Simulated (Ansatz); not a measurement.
Calculated with Ansatz (gas phase, PBE0-D4/def2-TZVP geometries, no zero-point term in ΔE). CBS: MP2 limit from def2 TZ/QZ plus the TZ coupled-cluster correction, frozen cores. This one scheme is used for every species. Functionals use def2-TZVPP. B3LYP here is the variant with VWN-RPA as its local correlation; programs differ in this. One conformer a species, not always the lowest.

Reaction (formal exchange of groups at a C–S bond): `CSB(O)Cl` + `C#[C][AlH2]` → `C#[C][AlH][CH3]` + `OB(S)Cl`

| level | ΔE (kJ/mol) | difference from CCSD(T)/CBS |
| --- | --- | --- |
| PBE-D4 | -52.1 | 0.5 |
| r2SCAN-D4 | -55.4 | -2.8 |
| PBE0-D4 | -52.7 | -0.1 |
| B3LYP-D4 | -51.4 | 1.2 |
| ωB97X-V | -50.4 | 2.2 |
| ωB97M-V | -54.5 | -1.9 |
| B2PLYP | -53.9 | -1.3 |
| r2SCAN | -55.9 | -3.3 |
| PBE0 | -54.3 | -1.7 |
| B3LYP | -54.6 | -2.0 |
| SCS-MP2/def2-TZVPP | -50.7 | 1.9 |
| CCSD/def2-TZVPP | -54.5 | -1.9 |
| HF/def2-QZVPP | -49.2 | 3.4 |
| MP2/def2-QZVPP | -53.0 | -0.4 |
| SCS-MP2/def2-QZVPP | -50.2 | 2.4 |
| CCSD/CBS(def2) | -53.4 | -0.8 |
| CCSD(T)/CBS | -52.6 | 0 |

Largest T1 diagnostic among the species: 0.013.

The D4 term adds +3.2 kJ/mol with B3LYP and +1.6 kJ/mol with PBE0; it sums over pairs of atoms, weighted by their polarisabilities, and B3LYP, whose exchange is more repulsive, gets the larger term. In def2-TZVPP, CCSD(T) changes the Hartree–Fock value by −4.4 kJ/mol (the triples alone add +0.8 kJ/mol) and MP2 by −4.4 kJ/mol.
